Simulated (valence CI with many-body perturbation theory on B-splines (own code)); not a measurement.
**Energy levels of Eu⁴⁸⁺**

Method: valence CI with perturbative core correlation (CI+MBPT): five valence electrons over a frozen Dirac-Fock core [Ne], radial functions for each j: 11 s, 11 p, 10 d, 8 f, 5 g, 2 h, with the one-electron correlation potential Σ1, the two-electron term Σ2, the three-electron term Σ3, Breit, model QED; selected CI, second order for the rest, scaled by the run's own slope (own B-spline code, finite nucleus).

The last digits are not significant, and no measured levels were compared; by estimate large intervals hold to a few tenths of a per cent, small ones and those within an open d or f shell to about a per cent. Among the levels kept, up to 3300 cm⁻¹ of a level comes from second order outside the variational space, and about a tenth of that is noise between levels of different J, which matters for small intervals.

Levels 46 to 90 of 168, with energies above the lowest level, (3s^2 3p1/2^2 3p3/2) J=3/2. "Leading %" is the weight of the configuration and term that name the level; weights of strongly mixed levels are sums over their largest components and can fall short. In the jj column 3d3/2^4 stands for four electrons in 3d with j = 3/2. Lifetimes count E1, E2, E3, M1 and M2 decay at the calculated energies, and are blank where another channel may lead or the interval is too uncertain; long ones can be off by a factor of two.

| No. | Configuration | Term | J | E (× 10³ cm⁻¹) | Leading % | g | Lifetime | Second component | Leading jj |
| --- | --- | --- | --- | --- | --- | --- | --- | --- | --- |
| 46 | 3s2 3p2 3d | 2F | 7/2 | 4394.7 | 53 | 1.220 | 50.2 ps | 35 % 3s2 3p2 3d 4D | 3s^2 3p3/2^2 3d5/2 (96 %) |
| 47 | 3s 3p3 3d | 2F° | 7/2 | 4398.0 | 25 | 1.167 | 2.50 ps | 15 % 3s 3p3 3d 4G° | 3s 3p1/2^2 3p3/2 3d5/2 (88 %) |
| 48 | 3s2 3p2 3d | 4F | 9/2 | 4410.2 | 59 | 1.236 | 21.9 ns | 40 % 3s2 3p2 3d 2G | 3s^2 3p3/2^2 3d5/2 (98 %) |
| 49 | 3s2 3p2 3d | 2D | 3/2 | 4413.6 | 67 | 0.857 | 974 fs | 8 % 3s2 3p2 3d 4F | 3s^2 3p3/2^2 3d3/2 (87 %) |
| 50 | 3s 3p3 3d | 2P° | 1/2 | 4446.2 | 44 | 0.584 | 5.41 ps | 41 % 3s 3p3 3d 4D° | 3s 3p1/2^2 3p3/2 3d5/2 (92 %) |
| 51 | 3s2 3p2 3d | 2P | 1/2 | 4450.7 | 49 | 1.337 | 35.4 ps | 30 % 3s2 3p2 3d 2S | 3s^2 3p3/2^2 3d5/2 (90 %) |
| 52 | 3s 3p3 3d | 2F° | 5/2 | 4484.5 | 24 | 1.077 | 2.24 ps | 15 % 3s 3p3 3d 2D° | 3s 3p1/2^2 3p3/2 3d5/2 (79 %) |
| 53 | 3s 3p3 3d | 4D° | 3/2 | 4496.7 | 24 | 1.367 | 2.30 ps | 16 % 3s 3p3 3d 2P° | 3s 3p1/2^2 3p3/2 3d5/2 (82 %) |
| 54 | 3s2 3p 3d2 | 4D° | 1/2 | 4586.8 | 40 | 0.637 | 779 fs | 32 % 3s2 3p 3d2 2P° | 3s^2 3p1/2 3d3/2^2 (84 %) |
| 55 | 3s2 3p2 3d | 2D | 5/2 | 4607.8 | 76 | 1.201 | 771 ps | 15 % 3s2 3p2 3d 4D | 3s^2 3p3/2^2 3d5/2 (98 %) |
| 56 | 3s2 3p 3d2 | 4F° | 3/2 | 4611.7 | 36 | 0.744 | 520 fs | 28 % 3s2 3p 3d2 2D° | 3s^2 3p1/2 3d3/2^2 (77 %) |
| 57 | 3s2 3p 3d2 | 4G° | 7/2 | 4640.0 | 55 | 1.033 | 6.87 ps | 13 % 3s2 3p 3d2 4F° | 3s^2 3p1/2 3d3/2 3d5/2 (90 %) |
| 58 | 3s2 3p 3d2 | 2D° | 5/2 | 4662.1 | 23 | 1.089 | 6.00 ps | 18 % 3s2 3p 3d2 4D° | 3s^2 3p1/2 3d3/2 3d5/2 (89 %) |
| 59 | 3s2 3p2 3d | 2P | 3/2 | 4700.9 | 41 | 1.168 | 2.43 ps | 28 % 3s2 3p2 3d 2D | 3s^2 3p3/2^2 3d5/2 (91 %) |
| 60 | 3s2 3p 3d2 | 4D° | 3/2 | 4702.2 | 37 | 1.235 | 3.32 ps | 13 % 3s2 3p 3d2 4P° | 3s^2 3p1/2 3d3/2 3d5/2 (77 %) |
| 61 | 3s2 3p 3d2 | 4P° | 1/2 | 4702.2 | 38 | 1.875 | 8.04 ps | 24 % 3s2 3p 3d2 4D° | 3s^2 3p1/2 3d3/2 3d5/2 (83 %) |
| 62 | 3s2 3p 3d2 | 2H° | 9/2 | 4733.9 | 40 | 1.053 | 7.84 ps | 32 % 3s2 3p 3d2 2G° | 3s^2 3p1/2 3d3/2 3d5/2 (91 %) |
| 63 | 3s2 3p2 3d | 2D | 5/2 | 4739.0 | 52 | 1.159 | 1.93 ps | 18 % 3s2 3p2 3d 2F | 3s^2 3p3/2^2 3d5/2 (90 %) |
| 64 | 3s2 3p 3d2 | 4D° | 7/2 | 4920.2 | 29 | 1.233 | 1.01 ps | 27 % 3s2 3p 3d2 2F° | 3s^2 3p1/2 3d3/2 3d5/2 (64 %) |
| 65 | 3s2 3p 3d2 | 4D° | 5/2 | 4922.1 | 25 | 1.177 | 619 fs | 17 % 3s2 3p 3d2 4F° | 3s^2 3p1/2 3d3/2 3d5/2 (80 %) |
| 66 | 3p5 | 2P° | 3/2 | 4962.7 | 22 | 1.231 | 2.14 ps | 12 % 3s 3p3 3d 2P° | 3s 3p1/2 3p3/2^2 3d3/2 (54 %) |
| 67 | 3s2 3p 3d2 | 4D° | 3/2 | 4980.2 | 15 | 1.335 | 638 fs | 15 % 3s2 3p 3d2 2P° | 3s^2 3p1/2 3d3/2 3d5/2 (70 %) |
| 68 | 3s 3p3 3d | 4F° | 5/2 | 5040.4 | 35 | 1.203 | 4.19 ps | 22 % 3s 3p3 3d 6D° | 3s 3p1/2 3p3/2^2 3d3/2 (82 %) |
| 69 | 3s2 3p 3d2 | 2F° | 7/2 | 5053.1 | 27 | 1.182 | 2.87 ps | 24 % 3s2 3p 3d2 2G° | 3s^2 3p1/2 3d5/2^2 (56 %) |
| 70 | 3s 3p3 3d | 6D° | 1/2 | 5063.0 | 31 | 1.836 | 2.57 ps | 27 % 3s 3p3 3d 4D° | 3s 3p1/2 3p3/2^2 3d3/2 (81 %) |
| 71 | 3s2 3p 3d2 | 2H° | 9/2 | 5067.9 | 27 | 1.123 | 6.97 ps | 24 % 3s2 3p 3d2 4G° | 3s^2 3p1/2 3d5/2^2 (79 %) |
| 72 | 3p5 | 2P° | 3/2 | 5095.6 | 28 | 1.281 | 1.60 ps | 16 % 3s 3p3 3d 6D° | 3s 3p1/2 3p3/2^2 3d3/2 (32 %) |
| 73 | 3s 3p3 3d | 4F° | 7/2 | 5119.9 | 28 | 1.199 | 3.59 ps | 24 % 3s 3p3 3d 4G° | 3s 3p1/2 3p3/2^2 3d3/2 (84 %) |
| 74 | 3s2 3p 3d2 | 2F° | 5/2 | 5136.0 | 36 | 1.107 | 3.97 ps | 21 % 3s2 3p 3d2 4D° | 3s^2 3p1/2 3d5/2^2 (87 %) |
| 75 | 3s2 3p 3d2 | 2D° | 3/2 | 5141.1 | 17 | 1.295 | 2.15 ps | 17 % 3s2 3p 3d2 4P° | 3s^2 3p1/2 3d5/2^2 (70 %) |
| 76 | 3s 3p3 3d | 4G° | 9/2 | 5218.0 | 42 | 1.153 | 3.47 ps | 38 % 3s 3p3 3d 2G° | 3s 3p1/2 3p3/2^2 3d3/2 (89 %) |
| 77 | 3s2 3p 3d2 | 2P° | 1/2 | 5246.2 | 42 | 0.650 | 4.52 ps | 22 % 3s 3p3 3d 4D° | 3s^2 3p1/2 3d5/2^2 (47 %) |
| 78 | 3s 3p3 3d | 4F° | 3/2 | 5260.2 | 39 | 0.818 | 1.62 ps | 22 % 3s 3p3 3d 2D° | 3s 3p1/2 3p3/2^2 3d3/2 (84 %) |
| 79 | 3s 3p3 3d | 4P° | 5/2 | 5300.4 | 30 | 1.356 | 981 fs | 16 % 3s 3p3 3d 4D° | 3s 3p1/2 3p3/2^2 3d3/2 (80 %) |
| 80 | 3s 3p3 3d | 4D° | 7/2 | 5308.4 | 33 | 1.210 | 1.21 ps | 14 % 3s 3p3 3d 2F° | 3s 3p1/2 3p3/2^2 3d3/2 (75 %) |
| 81 | 3s 3p3 3d | 6D° | 9/2 | 5310.9 | 38 | 1.352 | 6.94 ps | 26 % 3s 3p3 3d 4F° | 3s 3p1/2 3p3/2^2 3d5/2 (94 %) |
| 82 | 3s 3p4 | 2S | 1/2 | 5318.4 | 34 | 1.764 | 676 fs | 30 % 3s 3p4 2P | 3s 3p3/2^4 (91 %) |
| 83 | 3s 3p3 3d | 4D° | 1/2 | 5332.1 | 37 | 0.670 | 1.44 ps | 9 % 3s 3p3 3d 2P° | 3s 3p1/2 3p3/2^2 3d3/2 (67 %) |
| 84 | 3s 3p2 3d2 | 4F | 3/2 | 5354.3 | 40 | 0.396 | 22.1 ps | 36 % 3s 3p2 3d2 6G | 3s 3p1/2^2 3d3/2^2 (92 %) |
| 85 | 3s 3p3 3d | 4P° | 3/2 | 5362.5 | 29 | 1.428 | 812 fs | 22 % 3s 3p3 3d 4S° | 3s 3p1/2 3p3/2^2 3d3/2 (85 %) |
| 86 | 3s 3p3 3d | 4D° | 7/2 | 5378.7 | 20 | 1.281 | 2.10 ps | 18 % 3s 3p3 3d 6D° | 3s 3p1/2 3p3/2^2 3d5/2 (67 %) |
| 87 | 3s 3p3 3d | 4F° | 5/2 | 5394.5 | 24 | 1.036 | 1.24 ps | 15 % 3s 3p3 3d 4G° | 3s 3p1/2 3p3/2^2 3d3/2 (89 %) |
| 88 | 3s 3p3 3d | 4F° | 3/2 | 5398.0 | 32 | 0.921 | 972 fs | 18 % 3s 3p3 3d 4D° | 3s 3p1/2 3p3/2^2 3d3/2 (91 %) |
| 89 | 3s 3p2 3d2 | 4F | 5/2 | 5418.6 | 25 | 1.065 | 21.5 ps | 19 % 3s 3p2 3d2 6G | 3s 3p1/2^2 3d3/2^2 (89 %) |
| 90 | 3s 3p3 3d | 2G° | 7/2 | 5430.3 | 45 | 1.085 | 948 fs | 18 % 3s 3p3 3d 4D° | 3s 3p1/2 3p3/2^2 3d3/2 (81 %) |
